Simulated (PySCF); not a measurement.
Task: What does the GFN2-xTB structure of `C=Cc1cccc(NC)c1` look like in three dimensions?

Result: 
```
atom  x, y, z in Å
C1     3.445    1.109   -0.293
C2     2.128    1.258   -0.217
C3     1.159    0.233    0.156
C4     1.530   -0.962    0.771
C5     0.565   -1.898    1.096
C6    -0.766   -1.667    0.816
C7    -1.165   -0.474    0.204
N8    -2.508   -0.243   -0.010
C9    -2.972    0.780   -0.914
C10   -0.187    0.465   -0.115
H11    4.086    1.923   -0.585
H12    3.936    0.176   -0.080
H13    1.695    2.219   -0.472
H14    2.564   -1.156    1.006
H15    0.853   -2.825    1.571
H16   -1.513   -2.406    1.071
H17   -3.077   -1.076    0.017
H18   -2.692    1.764   -0.534
H19   -2.565    0.667   -1.928
H20   -4.058    0.735   -0.969
H21   -0.465    1.392   -0.592
```

Any rigid rotation of these coordinates is as good. Atoms count from 1 in this order. Of the pairs four or more bonds apart, C9···H21 is among the closest relative to their van der Waals radii: 2.60 Å, 90 % of the sum of Bondi's values. The C–N distances run from 1.379 Å (C7–N8, drawn single) to 1.442 Å (N8–C9, drawn single), a spread of 0.063 Å. The C–C distances run from 1.327 Å (C1=C2, drawn double) to 1.459 Å (C2–C3, drawn single), a spread of 0.132 Å. The 6-membered ring C3–C4–C5–C6–C7–C10 has internal angles of 118.3° to 121.5° (sum 720°, against 720° for a flat polygon); it is planar, 0.00 Å rms from its mean plane, widest ring torsion 1°.

Bonds between heavy atoms (Å): C1=C2 1.327, C2–C3 1.459, C3–C4 1.394, C4–C5 1.383, C5–C6 1.380, C6–C7 1.399, C7–N8 1.379, N8–C9 1.442, C7–C10 1.393, C3–C10 1.393.

Computed geometry: GFN2-xTB, gas phase.

Point group: C1 (no symmetry element, even within 0.4 Å). GFN2-xTB frequencies: not computed here. One conformer, not necessarily the lowest (C1–C2–C3–C4 15°, C6–C7–N8–C9 -164°).
